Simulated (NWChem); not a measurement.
## Correlation energy of vinylidene fluoride (C2H2F2)

SMILES: C=C(F)F
```xyz
6

C      0.0000     0.0000     1.3820
C      0.0000     0.0000     0.0583
F      1.0734     0.0000    -0.6935
F     -1.0734     0.0000    -0.6935
H     -0.9458     0.0000     1.9203
H      0.9458     0.0000     1.9203
```
Charge 0, spin multiplicity 1.

Everything below was run with NWChem. The geometry was optimised at PBE0/def2-SVP, a minimum by its harmonic frequencies.

Basis set: 3-21G. Each correlation energy counts from its own Hartree-Fock reference.

The correlated methods keep 4 core orbitals frozen. Coupled-cluster values serve here as a point of comparison, not as the truth.

One of these methods gave a correlation energy of -409.7 mHa. Which?
A) MP2
B) CCSD
C) SCS-MP2
D) CR-CCSD[T]

A, MP2. The others give -402.6 (SCS-MP2), -435.9 (CR-CCSD[T]), -426.8 (CCSD).
